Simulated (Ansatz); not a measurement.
Energy difference R1 → 2 P1, each structure at its B3LYP-D3(BJ)/def2-TZVP stationary point, reached from a drawn start (curvature not checked).
R1: Cl2 (SMILES ClCl), charge 0, multiplicity 1.
P1: Cl atom, charge 0, multiplicity 2.

```tsv
level	reaction energy (kcal/mol)	minus CCSD(T)/CBS(cc-pV(T+d)Z, cc-pV(Q+d)Z)
HF/cc-pV(D+d)Z	13.62	-45.33
HF/cc-pV(T+d)Z	18.47	-40.48
SVWN5/def2-TZVPP	82.74	23.78
revPBE/def2-TZVPP	60.28	1.33
B97M-V/def2-TZVPP	60.17	1.22
B3LYP/def2-TZVPP	55.28	-3.67
PBE0/def2-TZVPP	59.18	0.23
BHLYP/def2-TZVPP	47.33	-11.62
CAM-B3LYP/def2-TZVPP	54.23	-4.72
MP2/cc-pV(D+d)Z	46.00	-12.95
SCS-MP2/cc-pV(D+d)Z	43.90	-15.05
CCSD(T)/cc-pV(D+d)Z	43.43	-15.52
CCSD(T)/cc-pV(Q+d)Z	56.68	-2.27
CCSD(T)/CBS(cc-pV(T+d)Z, cc-pV(Q+d)Z)	58.95	0.00
```

 The comparison column counts from a level with limits of its own.

P less R. No zero-point or thermal terms; singlets are restricted closed shells; open shells are unrestricted; no spin–orbit coupling.

Frozen-core correlation throughout. CBS(a, b) extrapolates the correlation energy as X⁻³ and adds the Hartree–Fock energy of set b.

Codes used: Ansatz (a quantum-chemistry and plane-wave program) with Gaussian orbitals. All values are computed, each at the level named.
